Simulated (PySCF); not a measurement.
Here is a job for PySCF.
```python
from pyscf import gto, scf, dft

mol = gto.M(
    atom='''
O     1.424277   -0.245770    0.005335
Si   -0.012228    0.338473    0.013371
O    -1.402879   -0.346558   -0.028735
''',
    basis='cc-pvtz',
    charge=-1,
    spin=1,
    verbose=4,
)

mf = dft.UKS(mol)
mf.xc = 'pbe0'
mf.kernel()
mf.analyze()
```

Question: What does this run give for the number of basis functions, <S^2>, HOMO energy, nuclear repulsion energy, total energy?

Answer: 
```json
{
 "number_of_basis_functions": "94",
 "<S^2>": "0.755",
 "HOMO energy": "-0.34 eV",
 "nuclear_repulsion_energy": "88.4065 Eh",
 "total_energy": "-439.7929 Eh"
}
```

These values belong to the state on which the SCF converged, which isn't shown to be the lowest.
